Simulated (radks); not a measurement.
All-electron atom: Lu VIII in [Kr] 4d10 4f13 5s2 5p3.

Method: scalar-relativistic Kohn-Sham, PBEsol, spin-polarised, spherical densities, finite nucleus; open shells are filled with parallel spins first (spin-orbit coupling, left out, can overturn this in heavy ions); Fermi nuclear charge, rms radius 5.37 fm; computed with a radial shooting solver on a logarithmic mesh with Libxc functionals.

Energy parts (eV):
part                      energy
total                 -395735.00
kinetic                432285.08
electron-nucleus      -968482.53
Hartree                148413.83
exchange-correlation    -7951.38

Orbitals (lengths in bohr, moments of r in powers of bohr; r(90%) holds 90 % of the orbital's charge):
| orbital | occ. | eigenvalue (eV) | r(90%) |
|---|---|---|---|
| 1s up | 1 | -63309.44 | 0.0351 |
| 1s down | 1 | -63309.12 | 0.0351 |
| 2s up | 1 | -10866.40 | 0.127 |
| 2s down | 1 | -10866.21 | 0.127 |
| 2p up | 3 | -9575.780 | 0.119 |
| 2p down | 3 | -9575.503 | 0.119 |
| 3s up | 1 | -2544.597 | 0.312 |
| 3s down | 1 | -2543.905 | 0.312 |
| 3p up | 3 | -2157.130 | 0.318 |
| 3p down | 3 | -2156.407 | 0.318 |
| 3d up | 5 | -1691.118 | 0.299 |
| 3d down | 5 | -1690.512 | 0.299 |
| 4s up | 1 | -591.3532 | 0.686 |
| 4s down | 1 | -590.0009 | 0.686 |
| 4p up | 3 | -464.0443 | 0.738 |
| 4p down | 3 | -462.6769 | 0.737 |
| 4d up | 5 | -297.7879 | 0.820 |
| 4d down | 5 | -296.3038 | 0.818 |
| 5s up | 1 | -159.9152 | 1.57 |
| 5s down | 1 | -155.7979 | 1.57 |
| 5p up | 3 | -126.5218 | 1.77 |
| 5p down | 0 | -122.2636 | 1.78 |
| 4f up | 7 | -114.0708 | 1.10 |
| 4f down | 6 | -112.0357 | 1.08 |

The highest occupied level is 4f down at -112.04 eV. The configuration is held as typed, so some empty levels lie below it. For comparison, the ionisation energy in NIST's Atomic Spectra Database is 136 eV (theoretical). In exact Kohn-Sham theory the highest level is minus the ionisation energy, but local and semilocal functionals leave it too shallow, through self-interaction and a potential that decays too fast; potentials with the right tail come closer. The spin density at the nucleus is -13.935 e/bohr^3 (1s -3.224, 2s 0.415, 3s -2.988, 4s 1.725, 5s -9.863). Spin moment in Bohr magnetons: 4.
